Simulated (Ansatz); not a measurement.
A run for Ansatz (a quantum-chemistry and plane-wave program): R-PBE0/def2-TZVPPD on H2O (SMILES O). The basis file is the Basis Set Exchange's JSON of that set.

Ansatz 0.2 input:
```yaml
crystal:
  periodic: [false, false, false]
  atoms:
    - {symbol: O, position_ang: [-0.00000000, 0.00000000, 0.38961139]}
    - {symbol: H, position_ang: [0.00000000, 0.76498632, -0.19485569]}
    - {symbol: H, position_ang: [0.00000000, -0.76498632, -0.19485569]}
basis:
  gaussian:
    orbitals: def2-TZVPPD.json
hamiltonian:
  xc: {name: PBE0}
scf: {lower_state_search: off}
```

The log:

```
WARN ansatz: RAYON_NUM_THREADS=4 ignored (pool sized by the plan → 4); use --threads N
Functional definition: PBE0
these checks for a lower state are left out or cut short: stability, starts, cluster_reference, orbital_swaps, neighbouring_geometries, increment
integrals: 0.01 GiB planned
302 factors; their error is unknown
mean field: 0.13 GiB planned
mean field evaluation 1: about -2074.4763 eV, gradient 5.0e1 eV
mean field evaluation 2: about -2067.2289 eV, gradient 8.0e1 eV
mean field evaluation 4: about -2078.4883 eV, gradient 2.7e-1 eV
mean field evaluation 8: about -2078.4951 eV, gradient 2.0e-3 eV
mean field -2078.49514526 eV, -76.3832877337 hartree, gradient 6.9e-7 eV, S^2 0.000000; 0 other end points of the search recorded, 0 dependent functions left out
reference -2078.49517481 eV, -76.3832888195 hartree; 5, 5 occupied and 69, 69 virtual orbitals, 302 factors
Total energy: -2078.49517481 eV, -76.3832888195 hartree
Checks for a lower state left out: stability, starts, cluster_reference, orbital_swaps, neighbouring_geometries, increment
```

Self-consistency was reached.

Cost: around 0.29 core-seconds (rough).
